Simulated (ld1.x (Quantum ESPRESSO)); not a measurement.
# Before and after: TM potential for Zn

ld1.x (Quantum ESPRESSO) 7.5 input, shortened:

```
&input
   title='Zn', zed=30., rel=1, dft='PZ', iswitch=3,
   config='[Ar] 3d10 4s1.75 4p0.25'
 /
 &inputp
   pseudotype=2, tm=.true., lloc=-1, rcloc=3.00,
   nlcc=.true.
 /
2
4S  1  0   1.75   0.00  1.75  1.75  0.0
4P  2  1   0.25   0.00  3.35  3.35  0.0
 &test
   configts(1)='4s1.75 4p0.25'
 /
```

All-electron outer shells of the reference configuration (LDA (PZ), scalar-relativistic, ld1.x):

| shell | level (eV) | outermost node (bohr) | outermost maximum (bohr) |
| --- | --- | --- | --- |
| 3p | -83.86 | 0.25 | 0.59 |
| 3d | -11.01 | – | 0.56 |
| 4s | -6.62 | 0.85 | 2.06 |
| 4p | -1.54 | 0.92 | 3.00 |

Change: wave 4s (bound): rc 1.75 bohr becomes 4s (bound): rc 2.54 bohr.

Cutoffs: the cutoffs (Ry, on a coarse ladder) from which the occupation-weighted sum of valence levels, in a spherical-Bessel basis at the reference potential, stays within 10 and 1 mRy of its value at 400 Ry; they do not see the model core or the augmentation charge, which bear on the density cutoff. Errors are all-electron minus pseudo energies relative to the spin-unpolarised reference configuration.

Predict the effect on cutoff, ghosts and configuration errors.

The potential gets softer (12 Ry and 30 Ry → 8 Ry and 21 Ry); of the 8 tests that both files solve, the error grows in 3 and shrinks in 0 by more than 15 % and 0.3 meV (median size 39.2 → 54.9 meV); neither file shows a bound ghost. A larger radius leaves more room for a smooth pseudo-wave, so fewer plane waves are needed. More of the atom is replaced by a form fitted at one configuration, so other configurations suffer.

| quantity | base | changed |
| --- | --- | --- |
| cutoff, loose | 12 Ry | 8 Ry |
| cutoff, tight | 30 Ry | 21 Ry |
| loose cutoff by channel (10 mRy a level) | s 10 Ry, p 6 Ry | s 8 Ry, p 6 Ry |
| bound ghosts | none | none |
| error for 4s2 4p0, meV [ΔE -1.26 eV] | -1.6 | -1.9 |
| error for 4s1 4p0, meV [ΔE 8.93 eV] | -88 | -92 |
| error for 4s1.5 4p0, meV [ΔE 2.82 eV] | -13 | -13 |
| error for 4s1 4p1, meV [ΔE 3.93 eV] | -14 | -18 |
| error for 4s0 4p1, meV [ΔE 15.36 eV] | -170 | -204 |
| error for 4s0 4p2, meV [ΔE 9.50 eV] | -64 | -92 |
| error for 4s1.75 4p0.25 (spin-polarised), meV [ΔE -0.03 eV] | -0.3 | -0.5 |
| error for 4s1 4p0 (spin-polarised), meV [ΔE 8.68 eV] | -91 | -100 |
| s: phases at 3.64 bohr within 0.05 rad from the reference energy up to (Ry; the scan ends near 5) | 1.0 | 1.1 |
| p: phases at 3.64 bohr within 0.05 rad from the reference energy up to (Ry; the scan ends near 5) | 1.6 | 1.6 |
